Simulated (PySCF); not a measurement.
# Identify the compound

An unknown has the formula C₇H₆O. Its calculated NMR data are:

$^{1}$H NMR (600 MHz, computed): δ 6.90 (m, 2H), 6.88 (m, 2H), 6.77 (m, 2H).

$^{13}$C{$^{1}$H} NMR (computed): δ 191.1, 156.3, 144.0, 143.2.

Method: spin–spin couplings from B3LYP/pcJ-1 (without the spin–dipole term), geometry from PBE0-D3(BJ)/def2-SVP, CAM-B3LYP/pcSseg-1 with gauge-including orbitals, in PySCF 2.14 (no solvent, a single conformation, no relativistic terms, rapidly exchanging positions averaged).

Shifts are taken against calculated references (same method and geometry level): TMS for $^{1}$H and $^{13}$C.

Deduce the structure.

Results:


1. Rings plus π bonds: 5 (1 ring in the answer).
2. 4 carbon signals for 7 carbons: some carbons are equivalent by symmetry or fast rotation.
3. Carbon types of the structure: 1 × C, 6 × CH, which accounts for all hydrogens.
4. δC 191.1: ring carbonyl carbon.
5. δC 156.3, 144.0, 143.2: unsaturated ring CH.
6. δH 6.90, 6.88, 6.77: hydrogen on a unsaturated ring CH.

The compound is SMILES O=c1cccccc1.

The data come from this structure; uniqueness wasn't tested.

Splittings below 1 Hz are ignored in the labels, and close J values are merged. Couplings among chemically equivalent protons are left out too, so labels in AA′BB′ or AA′XX′ sets are apparent multiplicities. Unscaled 3J(H,H) at this level run about 10 % above measured values. Shifts are as computed, not scaled to solution data. Of 1211 compounds with measured shifts, 218 miss one by over three times the rms of a fit or turn the order of signals round; such compounds aren't used in these exercises.
